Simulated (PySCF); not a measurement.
**Two probes of the same atoms: core binding energy and nuclear shielding**

C4H11AlSi.
Atom-mapped SMILES: `[CH2:1]=[CH:2][CH2:3][AlH:4][CH2:5][SiH3:6]`

Structure used (PBE0-D3(BJ)/def2-SVP), in Å, numbered top down from 1:
```xyz
17
C4H11AlSi angstrom
C      1.5990    0.7175   -0.6771
C      2.0241   -0.4819   -0.0284
C      1.2735   -1.1929    0.8972
Al     0.1280   -0.7423   -1.0309
C     -1.6741   -0.2227   -0.4369
Si    -1.8709    1.2139    0.7386
H      1.0463    1.4573   -0.0831
H      2.2542    1.1432   -1.4400
H      2.8349   -1.0363   -0.5213
H      0.5411   -0.6819    1.5336
H      1.5978   -2.1844    1.2177
H      0.3833   -1.7826   -2.2001
H     -2.1492   -1.1163    0.0068
H     -2.2502    0.0049   -1.3528
H     -1.3370    2.4774    0.1363
H     -3.2981    1.4615    1.1200
H     -1.1096    0.9776    2.0097
```

Binding energies: delta-SCF UKS SCAN, pcX-2 on the ionised atom, pcseg-1 elsewhere, spin-free X2C (PySCF). Shieldings: GIAO PBE0/pcSseg-1, non-relativistic, same geometry.

```json
{"atom": "C1", "isotropic shielding (ppm)": "140.3"}
{"atom": "C2", "isotropic shielding (ppm)": "22.9"}
{"atom": "C3", "isotropic shielding (ppm)": "106.9"}
{"atom": "C5", "isotropic shielding (ppm)": "210.8"}
```

Task: What are the C 1s binding energies of these atoms?

Result: 
```
atom                  environment  C 1s (eV)  isotropic shielding (ppm)
  C5  sp3 carbon bound to silicon     289.33                      210.8
  C1         terminal =CH2 carbon     289.96                      140.3
  C3               allylic carbon     290.14                      106.9
  C2             alkene CH carbon     291.54                       22.9
```

Task: Among the listed atoms, is the one with the highest binding energy also the least shielded?

Result: Yes: C2 has both (291.54 eV, 22.9 ppm).

By binding energy: C5 < C1 < C3 < C2. By shielding: C2 < C3 < C1 < C5.

Geometry: PBE0-D3(BJ)/def2-SVP, one conformer, isolated molecule.
